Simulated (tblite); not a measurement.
Record of a relaxation.

Species: C4H10BrClSi2.
Bonds: Cl1–Si2, Si2–Si3, Si3–C4, C4–Br5, C4–C6, C6–C7, C7–C8, C4–C8. Hydrogens: H9, H10 on Si2; H11, H12 on Si3; H13, H14 on C6; H15, H16 on C7; H17, H18 on C8.

Computed with GFN2-xTB (tblite), gas phase: L-BFGS steps from a force-field or distance-geometry start until the largest atomic force falls under 0.01 eV/Å. 10 of its 119 geometries are shown.

Step 0: E = -700.5212 eV, largest atomic force 2.721 eV/Å
```
atom  x, y, z in Å  |  force x, y, z in eV/Å
Cl1     4.468    0.874   -0.599   -1.008  -0.612  -0.080
Si2     2.641   -0.184   -0.675    2.276  -1.011  -0.223
Si3     1.054    1.206   -0.070    0.799   2.586   0.282
C4     -0.629    0.520    0.043    0.422  -0.305  -0.389
Br5    -1.821    1.732    0.988    0.169   0.710   0.219
C6     -1.290    0.021   -1.234   -1.352   0.659  -0.032
C7     -2.110   -0.842   -0.288   -0.325  -1.313  -0.487
C8     -0.838   -0.866    0.572   -1.738  -1.374   1.115
H9      2.802   -1.325    0.248    0.078   0.081  -0.261
H10     2.480   -0.664   -2.043    0.144  -0.147  -0.072
H11     1.448    1.861    1.187   -0.227   0.048   0.064
H12     1.008    2.280   -1.096   -0.201   0.009   0.187
H13    -1.907    0.756   -1.753    0.481  -0.067  -0.621
H14    -0.644   -0.631   -1.848   -0.279   0.811   0.082
H15    -2.431   -1.796   -0.697   -0.395  -0.108   0.112
H16    -2.936   -0.280    0.198    0.436  -0.783  -0.524
H17    -1.126   -0.982    1.631    0.916  -0.154  -0.154
H18    -0.178   -1.673    0.159   -0.196   0.972   0.781
```

Step 13: E = -701.4394 eV, largest atomic force 0.269 eV/Å
```
atom  x, y, z in Å  |  force x, y, z in eV/Å
Cl1     4.481    0.748   -0.647    0.225   0.117   0.004
Si2     2.727   -0.226   -0.689   -0.052  -0.141  -0.031
Si3     1.112    1.296   -0.074    0.057   0.086   0.008
C4     -0.611    0.491    0.032   -0.111   0.235   0.069
Br5    -1.671    1.894    0.987   -0.042  -0.115  -0.066
C6     -1.382    0.055   -1.217   -0.004   0.088   0.040
C7     -2.134   -0.945   -0.335    0.044  -0.120   0.003
C8     -0.939   -0.882    0.624    0.050   0.086   0.074
H9      2.887   -1.399    0.168   -0.033  -0.042   0.095
H10     2.597   -0.771   -2.037   -0.057  -0.021  -0.127
H11     1.354    1.946    1.221    0.047  -0.076   0.028
H12     0.919    2.403   -1.025   -0.003  -0.031  -0.026
H13    -1.951    0.802   -1.764   -0.050   0.048   0.017
H14    -0.694   -0.451   -1.898   -0.082   0.016  -0.067
H15    -2.406   -1.905   -0.758    0.093  -0.184  -0.113
H16    -3.027   -0.505    0.107    0.055   0.053   0.004
H17    -1.115   -0.960    1.693   -0.084   0.051   0.046
H18    -0.155   -1.587    0.338   -0.052  -0.049   0.041
```

Step 26: E = -701.5084 eV, largest atomic force 0.123 eV/Å
```
atom  x, y, z in Å  |  force x, y, z in eV/Å
Cl1     4.537    0.679   -0.685   -0.033   0.015  -0.009
Si2     2.743   -0.258   -0.724    0.006  -0.004  -0.012
Si3     1.130    1.276   -0.088   -0.113  -0.046   0.016
C4     -0.637    0.543    0.038   -0.031  -0.072  -0.025
Br5    -1.722    1.919    0.969    0.054   0.090   0.036
C6     -1.417    0.104   -1.210   -0.021  -0.028  -0.012
C7     -2.075   -0.998   -0.366    0.021  -0.015  -0.016
C8     -0.952   -0.821    0.667   -0.012  -0.016   0.003
H9      2.879   -1.403    0.177   -0.027  -0.047   0.024
H10     2.602   -0.806   -2.073   -0.036  -0.008  -0.025
H11     1.400    1.849    1.233    0.023   0.026   0.069
H12     0.928    2.397   -1.011    0.047   0.072  -0.059
H13    -2.075    0.843   -1.664   -0.005  -0.020   0.013
H14    -0.758   -0.296   -1.984    0.026  -0.003   0.072
H15    -2.182   -1.981   -0.822    0.042   0.029  -0.002
H16    -3.042   -0.681    0.029    0.075  -0.033  -0.037
H17    -1.236   -0.830    1.717   -0.020   0.011  -0.001
H18    -0.135   -1.530    0.519    0.004   0.047  -0.037
```

Step 39: E = -701.5306 eV, largest atomic force 0.099 eV/Å
```
atom  x, y, z in Å  |  force x, y, z in eV/Å
Cl1     4.481    0.635   -0.731    0.025   0.013  -0.004
Si2     2.693   -0.303   -0.748   -0.075  -0.032   0.007
Si3     1.119    1.261   -0.085    0.025   0.075   0.018
C4     -0.672    0.595    0.051   -0.010  -0.012   0.037
Br5    -1.668    2.032    0.973   -0.059   0.044   0.018
C6     -1.443    0.139   -1.196    0.014  -0.031  -0.022
C7     -1.992   -1.055   -0.402   -0.039  -0.049  -0.032
C8     -0.968   -0.762    0.706   -0.035  -0.075  -0.025
H9      2.820   -1.445    0.162   -0.004  -0.018  -0.026
H10     2.534   -0.848   -2.097   -0.031  -0.018   0.002
H11     1.426    1.785    1.256   -0.013   0.005  -0.025
H12     1.003    2.415   -0.992   -0.015  -0.024   0.035
H13    -2.183    0.828   -1.603    0.072  -0.012   0.048
H14    -0.765   -0.161   -1.997   -0.005  -0.002  -0.015
H15    -1.914   -2.029   -0.884    0.014   0.052   0.031
H16    -3.022   -0.905   -0.076    0.094   0.012  -0.011
H17    -1.356   -0.752    1.725    0.059   0.049  -0.062
H18    -0.102   -1.426    0.662   -0.018   0.025   0.027
```

Step 52: E = -701.5471 eV, largest atomic force 0.109 eV/Å
```
atom  x, y, z in Å  |  force x, y, z in eV/Å
Cl1     4.347    0.544   -0.813    0.048  -0.056  -0.036
Si2     2.545   -0.382   -0.777    0.030   0.018  -0.005
Si3     1.113    1.287   -0.043   -0.031  -0.102  -0.021
C4     -0.690    0.659    0.076   -0.024   0.000  -0.015
Br5    -1.698    2.129    0.942    0.000   0.014   0.021
C6     -1.415    0.173   -1.187    0.009  -0.026   0.018
C7     -1.818   -1.114   -0.453   -0.014  -0.018   0.015
C8     -0.968   -0.690    0.754    0.005   0.023  -0.025
H9      2.701   -1.554    0.090   -0.027   0.037   0.010
H10     2.320   -0.929   -2.119   -0.026   0.045   0.020
H11     1.443    1.757    1.308    0.012   0.029   0.021
H12     1.053    2.455   -0.929   -0.012   0.043  -0.003
H13    -2.246    0.797   -1.514    0.043  -0.033  -0.036
H14    -0.743    0.008   -2.032   -0.015   0.028   0.027
H15    -1.513   -2.040   -0.935    0.042   0.006   0.003
H16    -2.883   -1.173   -0.235    0.002   0.026   0.013
H17    -1.495   -0.634    1.706    0.010  -0.046  -0.030
H18    -0.062   -1.286    0.885   -0.052   0.011   0.025
```

Step 66: E = -701.5763 eV, largest atomic force 0.101 eV/Å
```
atom  x, y, z in Å  |  force x, y, z in eV/Å
Cl1     4.274    0.261   -1.029   -0.056  -0.037  -0.015
Si2     2.379   -0.425   -0.815    0.032   0.070   0.007
Si3     1.101    1.320    0.020    0.002   0.099   0.020
C4     -0.716    0.727    0.121    0.032  -0.021  -0.048
Br5    -1.760    2.209    0.915    0.026   0.005  -0.006
C6     -1.342    0.193   -1.175   -0.037   0.002  -0.022
C7     -1.573   -1.168   -0.500    0.020  -0.022   0.017
C8     -0.984   -0.618    0.809   -0.016  -0.021   0.043
H9      2.469   -1.614    0.037   -0.003   0.004   0.009
H10     1.935   -0.908   -2.126    0.042  -0.009  -0.014
H11     1.460    1.770    1.375   -0.020  -0.044  -0.039
H12     1.057    2.526   -0.825    0.007  -0.067   0.026
H13    -2.255    0.699   -1.486    0.010  -0.011   0.012
H14    -0.653    0.177   -2.022   -0.039  -0.003   0.009
H15    -1.010   -1.992   -0.940   -0.017   0.081   0.044
H16    -2.622   -1.458   -0.429    0.075   0.015  -0.007
H17    -1.691   -0.574    1.637    0.014  -0.023  -0.039
H18    -0.077   -1.118    1.154   -0.071  -0.018   0.002
```

Step 79: E = -701.5971 eV, largest atomic force 0.100 eV/Å
```
atom  x, y, z in Å  |  force x, y, z in eV/Å
Cl1     4.203    0.159   -1.146    0.020  -0.033   0.017
Si2     2.299   -0.455   -0.863    0.027  -0.033   0.008
Si3     1.103    1.306    0.036   -0.009  -0.003  -0.011
C4     -0.722    0.751    0.126   -0.050   0.060   0.062
Br5    -1.698    2.303    0.889   -0.011  -0.032  -0.015
C6     -1.349    0.205   -1.161    0.011   0.068   0.014
C7     -1.404   -1.185   -0.512   -0.070   0.054  -0.045
C8     -1.024   -0.572    0.843    0.044   0.029  -0.059
H9      2.322   -1.622    0.026    0.067  -0.018  -0.045
H10     1.833   -0.945   -2.164    0.006   0.001   0.016
H11     1.446    1.684    1.411    0.041  -0.012   0.025
H12     1.115    2.535   -0.764   -0.023   0.025  -0.023
H13    -2.331    0.617   -1.378   -0.050   0.001   0.006
H14    -0.732    0.298   -2.057   -0.021  -0.016   0.051
H15    -0.655   -1.864   -0.909    0.035  -0.066   0.033
H16    -2.381   -1.661   -0.544    0.002  -0.066  -0.006
H17    -1.858   -0.513    1.542    0.028  -0.017  -0.043
H18    -0.174   -1.035    1.349   -0.049   0.057   0.014
```

Step 92: E = -701.6123 eV, largest atomic force 0.046 eV/Å
```
atom  x, y, z in Å  |  force x, y, z in eV/Å
Cl1     4.223    0.141   -1.131    0.003   0.003  -0.003
Si2     2.318   -0.486   -0.878   -0.006   0.011   0.007
Si3     1.098    1.270    0.015   -0.006  -0.018   0.007
C4     -0.749    0.778    0.126   -0.005  -0.032  -0.033
Br5    -1.683    2.348    0.888   -0.003   0.020   0.004
C6     -1.399    0.224   -1.147   -0.006  -0.004  -0.019
C7     -1.356   -1.176   -0.517   -0.006   0.001   0.002
C8     -1.060   -0.537    0.847    0.008   0.017   0.023
H9      2.382   -1.662   -0.007    0.003  -0.020   0.004
H10     1.865   -0.979   -2.183    0.000   0.015  -0.010
H11     1.478    1.603    1.396   -0.007   0.004   0.012
H12     1.125    2.522   -0.751   -0.007  -0.009  -0.028
H13    -2.418    0.581   -1.301    0.023  -0.007   0.012
H14    -0.839    0.363   -2.073   -0.003   0.006   0.034
H15    -0.532   -1.784   -0.887   -0.007   0.020   0.003
H16    -2.279   -1.750   -0.577    0.015   0.009  -0.010
H17    -1.944   -0.482    1.482    0.021  -0.002  -0.010
H18    -0.240   -0.966    1.423   -0.018  -0.012   0.005
```

Step 105: E = -701.6138 eV, largest atomic force 0.017 eV/Å
```
atom  x, y, z in Å  |  force x, y, z in eV/Å
Cl1     4.223    0.142   -1.130    0.001   0.000   0.008
Si2     2.321   -0.494   -0.875    0.001  -0.003  -0.004
Si3     1.096    1.258    0.018    0.003   0.006  -0.005
C4     -0.753    0.779    0.129    0.004   0.008   0.015
Br5    -1.676    2.361    0.886    0.005  -0.008   0.002
C6     -1.402    0.228   -1.142    0.002  -0.005   0.009
C7     -1.345   -1.173   -0.516    0.004  -0.006   0.001
C8     -1.067   -0.533    0.852   -0.004  -0.012  -0.006
H9      2.390   -1.685   -0.023   -0.002   0.007  -0.007
H10     1.867   -0.962   -2.188   -0.001   0.000  -0.003
H11     1.469    1.603    1.398    0.003   0.012  -0.005
H12     1.120    2.494   -0.775    0.004  -0.006   0.004
H13    -2.424    0.574   -1.287   -0.006   0.007  -0.006
H14    -0.847    0.379   -2.068   -0.003  -0.009  -0.003
H15    -0.507   -1.764   -0.881   -0.006   0.001   0.002
H16    -2.258   -1.761   -0.586    0.005   0.002  -0.007
H17    -1.959   -0.479    1.474   -0.003   0.001   0.001
H18    -0.256   -0.962    1.439   -0.006   0.005   0.006
```

Step 118: E = -701.6142 eV, largest atomic force 0.010 eV/Å
```
atom  x, y, z in Å  |  force x, y, z in eV/Å
Cl1     4.230    0.145   -1.112   -0.002  -0.002   0.002
Si2     2.325   -0.493   -0.879   -0.001   0.001   0.000
Si3     1.097    1.256    0.016   -0.001  -0.002  -0.001
C4     -0.751    0.776    0.134   -0.002  -0.002   0.003
Br5    -1.669    2.359    0.894    0.001   0.002  -0.001
C6     -1.403    0.228   -1.138    0.005   0.003   0.000
C7     -1.349   -1.175   -0.514    0.001  -0.001  -0.002
C8     -1.074   -0.536    0.855   -0.001  -0.003   0.004
H9      2.391   -1.691   -0.036   -0.006  -0.001  -0.001
H10     1.878   -0.951   -2.198    0.005   0.001   0.001
H11     1.475    1.625    1.388    0.002  -0.004  -0.002
H12     1.119    2.483   -0.792   -0.007   0.004  -0.003
H13    -2.424    0.578   -1.283    0.009  -0.002   0.003
H14    -0.847    0.378   -2.063   -0.005  -0.001  -0.001
H15    -0.509   -1.764   -0.878    0.000   0.003   0.003
H16    -2.260   -1.763   -0.590    0.000   0.002   0.002
H17    -1.970   -0.477    1.472   -0.001  -0.003  -0.002
H18    -0.269   -0.969    1.449    0.002   0.004  -0.005
```

**Question.** Summarise the path.

**Answer.** The energy falls by 105.46 kJ/mol from step 0 to step 118; nine tenths of that is first reached at step 25. It falls at every step. The largest force goes from 2.721 to 0.010 eV/Å. Among the bonds Si2–Si3 changes most, from 2.194 to 2.317 Å; the atoms move by 0.928 Å rms after alignment.

**Question.** Follow the three bonds and two angles with the largest change from start to end.

**Answer.** 
| step | E above end (kJ/mol) | largest force (eV/Å) | Si2–Si3 (Å) | Si3–C4 (Å) | Cl1–Si2 (Å) | C7–C8–H18 (°) | H13–C6–H14 (°) |
| --- | --- | --- | --- | --- | --- | --- | --- |
| 0 | 105.46 | 2.721 | 2.194 | 1.821 | 2.113 | 107.0 | 117.7 |
| 5 | 29.59 | 0.435 | 2.288 | 1.916 | 2.005 | 109.7 | 109.5 |
| 10 | 20.54 | 0.385 | 2.315 | 1.908 | 2.027 | 111.6 | 108.1 |
| 15 | 15.42 | 0.233 | 2.300 | 1.909 | 2.020 | 110.8 | 110.0 |
| 21 | 12.20 | 0.221 | 2.345 | 1.916 | 2.026 | 111.5 | 109.2 |
| 26 | 10.21 | 0.123 | 2.315 | 1.917 | 2.024 | 112.4 | 108.5 |
| 31 | 9.26 | 0.137 | 2.319 | 1.914 | 2.026 | 112.8 | 109.2 |
| 36 | 8.41 | 0.082 | 2.318 | 1.919 | 2.021 | 112.5 | 109.1 |
| 41 | 7.84 | 0.100 | 2.313 | 1.917 | 2.026 | 112.8 | 108.7 |
| 46 | 7.15 | 0.087 | 2.316 | 1.909 | 2.021 | 113.3 | 108.1 |
| 51 | 6.59 | 0.077 | 2.317 | 1.913 | 2.027 | 113.4 | 108.9 |
| 56 | 5.92 | 0.078 | 2.318 | 1.911 | 2.024 | 114.4 | 108.5 |
| 62 | 4.33 | 0.119 | 2.317 | 1.911 | 2.018 | 115.0 | 108.2 |
| 67 | 3.49 | 0.075 | 2.319 | 1.915 | 2.025 | 115.0 | 108.5 |
| 72 | 2.90 | 0.090 | 2.319 | 1.914 | 2.018 | 114.9 | 108.5 |
| 77 | 2.10 | 0.135 | 2.311 | 1.910 | 2.028 | 114.8 | 107.9 |
| 82 | 1.17 | 0.079 | 2.315 | 1.914 | 2.017 | 116.7 | 108.8 |
| 87 | 0.53 | 0.096 | 2.314 | 1.911 | 2.024 | 116.8 | 108.8 |
| 92 | 0.19 | 0.046 | 2.317 | 1.915 | 2.021 | 116.8 | 108.6 |
| 97 | 0.12 | 0.027 | 2.317 | 1.914 | 2.021 | 116.9 | 108.7 |
| 103 | 0.06 | 0.019 | 2.317 | 1.913 | 2.021 | 116.7 | 108.7 |
| 108 | 0.04 | 0.015 | 2.317 | 1.914 | 2.022 | 116.8 | 108.7 |
| 113 | 0.02 | 0.012 | 2.317 | 1.914 | 2.022 | 117.0 | 108.7 |
| 118 | 0.00 | 0.010 | 2.317 | 1.914 | 2.022 | 116.9 | 108.7 |

The cost below is that of the whole relaxation. Time: 1.1 s of wall time. Hardware: Arm Neoverse V2, one thread, no GPU, on a shared host.
